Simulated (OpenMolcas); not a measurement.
**Cl6+: CASPT2 settings compared**

```
Program             : OpenMolcas
Basis               : ANO-R1 [4s3p1d]
Scalar Hamiltonian  : X2C, finite nucleus
Active space        : 1 electron in 4 orbitals (3s 3p)
State averaging     : 2S+1 = 2 even, 1 root; 2S+1 = 2 odd, 3 roots
Spin-orbit coupling : state interaction with AMFI integrals over the reference wave functions, term energies averaged over their components
```

Methods on the same reference wave functions:
A. CASSCF
B. SS-CASPT2, IPEA 0.3 Eh, sigma2 regulariser 0.2 Eh (closed shells correlated: 2s 2p)
C. SS-CASPT2, IPEA 0.5 Eh, imaginary shift 0.2 Eh (closed shells correlated: 2s 2p)

Energies in eV above 3s 2S 1/2, the measured ground level; measured values from Moore, Atomic Energy Levels, vol. I, NSRDS-NBS 35 (1971 reprint of NBS Circular 467, 1949).

```
     Level        A       B       C  Measured
 3s 2S 1/2   0.0000  0.0000  0.0000    0.0000
3p 2P* 1/2  13.2662  13.282  13.282   15.2502
3p 2P* 3/2  13.4688  13.485  13.485   15.4845
```

Deviations, from unrounded energies. A percentage is the sum of absolute deviations over the sum of measured energies, with the sign that they share, or ± where signs differ.

| Against measurement | Levels | A | B | C |
| --- | --- | --- | --- | --- |
| mean absolute deviation (cm-1) | 2 | 16000 | 16000 | 16000 |
| other configurations (%) | 2 | -13.0 | -12.9 | -12.9 |

A, B, C lie about equally close to measurement. The largest miss of C in the table is 3p 2P* 3/2, by -16000 cm-1. The ranking rests on the paired levels alone, and a cruder setting can come out closer through cancelling errors.

Between B and C no level of the table moves by more than 5 cm-1.

The lowest spin-free term lies below A's lowest term by 0.008 hartree in B, 0.008 hartree in C.

The basis is small and was not contracted for so high a charge. With one active electron the reference holds no correlation, so core polarisation is missing (holds for A). With one active electron, CASPT2 adds the correlation within the correlated inactive shells and between them and that electron, and leaves the splitting within a term as the reference gives it (holds for B; C). Measured partners are found by configuration, term and J. A level has none where our copy of the source lacks it or the pairing is in doubt (some pairs that miss far off the trend of their configuration count as doubtful), and it then counts in no deviation. Only configurations of the active space appear.

* marks odd parity.
